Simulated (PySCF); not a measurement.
# Dipole response of Se (selenium, neutral)

[Ar] 3d10 4s2 4p4, high-spin 3P determinant. Computed with PySCF 2.14 in x2c-QZVPPall with one added diffuse shell each of s, p, d, f type (12s9p6d5f1g, 113 functions), with the spin-free X2C one-electron Hamiltonian (Gaussian nucleus). Coupled (time-dependent) response in atomic units; α is the mean over directions.

```tsv
method	mean α (bohr³)	α xx, yy, zz	C₆ (like pair)	S(−4)
BLYP	28.16	25.91, 32.64, 25.91	237.3	236.1
```

S(−4) is the Cauchy moment in α(ω) = α(0) + S(−4) ω² + …

Reference α: 28.9 ± 1 bohr³ (recommended; Schwerdtfeger and Nagle, table of static dipole polarizabilities (2023 update)). Published C₆: 210.0 (Chu and Dalgarno (2004); Tang, Norbeck and Certain (1976)).

Spin-orbit coupling is absent.

α(iu) at BLYP:

```
u (hartree)  α(iu) (bohr³)
          0          28.16
     0.0500          27.58
      0.100          26.05
      0.200          21.65
      0.300          17.31
      0.500          11.11
      0.750          6.886
       1.00          4.643
       1.50          2.541
       2.00          1.637
       3.00         0.8873
       5.00         0.4204
```

A single London oscillator, α(iu) = α/(1 + u²/ω²), gives C₆ = (3/4) ω α². Matching the computed C₆ needs ω = 4 × 237.3 / (3 × 28.16²) = 0.399 hartree.

The components differ because the open shell of this determinant is not spherical; for a pure term their mean is the scalar polarisability.
